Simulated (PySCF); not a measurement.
# Potential energy of SbO along the bond

Set-up: PySCF, scalar-relativistic core potentials, basis sets Sb cc-pVTZ-PP with ECP28, O cc-pVTZ. Energies in eV from Sb + O in their ground configurations at the same level. State: ²Π (doublet), unpaired electrons π ↑.

All columns are PBE0. A positive dipole means Sb(−)O(+).

```
R (Å)  E (eV)  μ (D)  Mulliken charge on Sb (basis-dependent)  HOMO (eV)  LUMO (eV)  Mayer bond order  ⟨S²⟩
1.566  -1.862  -2.31                                     0.41      -4.97      -2.95              2.25  0.75
1.639  -2.973  -2.65                                     0.42      -5.16      -3.14              2.23  0.75
1.712  -3.569  -2.97                                     0.44      -5.35      -3.33              2.20  0.75
1.766  -3.771  -3.19                                     0.45      -5.48      -3.46              2.19  0.75
1.821  -3.818  -3.40                                     0.46      -5.61      -3.59              2.17  0.76
1.876  -3.749  -3.59                                     0.47      -5.74      -3.72              2.16  0.76
1.948  -3.530  -3.73                                     0.48      -5.90      -3.77              2.07  0.85
2.039  -3.188  -3.52                                     0.45      -6.09      -3.54              1.75  1.16
2.149  -2.768  -3.39                                     0.42      -6.27      -3.33              1.44  1.41
2.295  -2.224  -3.42                                     0.40      -6.46      -3.30              1.17  1.61
```

⟨S²⟩ of the unrestricted solution departs from its pure value on part of the curve, where spin states mix. Spin–orbit coupling is left out, which matters for elements this heavy, above all for dissociation energies. The state is the lowest determinant that a PBE0 search found; another state may lie lower at other levels.
